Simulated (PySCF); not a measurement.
SMILES [CH2]CCCC (C₅H₁₁), doublet (GFN2-xTB optimised geometry):

```
16

C      1.591    -1.161    -2.829
C      1.167    -1.645    -1.506
C     -0.325    -1.401    -1.237
C     -0.687     0.085    -1.218
C     -0.139     0.819     0.000
H      2.559    -0.724    -2.979
H      0.961    -1.313    -3.684
H      1.333    -2.734    -1.434
H      1.775    -1.189    -0.723
H     -0.904    -1.895    -2.020
H     -0.599    -1.853    -0.281
H     -0.301     0.551    -2.128
H     -1.775     0.180    -1.227
H     -0.476     1.853     0.000
H     -0.484     0.346     0.917
H      0.948     0.819     0.000
```

Method: PySCF with unrestricted PBE0/def2-TZVP.

Problem. What are the frontier orbital energies (α orbitals alone; a β orbital can be the lowest empty one) and the dipole moment?

Solution. HOMO-2 -9.15 eV, HOMO-1 -8.92 eV, HOMO -5.87 eV, LUMO 1.28 eV, LUMO+1 1.99 eV; dipole moment 0.23 D.

On the same geometry unrestricted PBE/def2-TZVP run with PySCF gives HOMO-2 -7.76 eV, HOMO-1 -7.55 eV, HOMO -4.51 eV, LUMO 0.48 eV, LUMO+1 1.18 eV; dipole moment 0.27 D.

Meta-Löwdin charges at PBE0/def2-TZVP: C1 -0.27, C2 -0.20, C3 -0.19, C4 -0.19, C5 -0.35, H6 0.12, H7 0.12, H8 0.12, H9 0.11, H10 0.10, H11 0.10, H12 0.10, H13 0.10, H14 0.12, H15 0.11, H16 0.11.
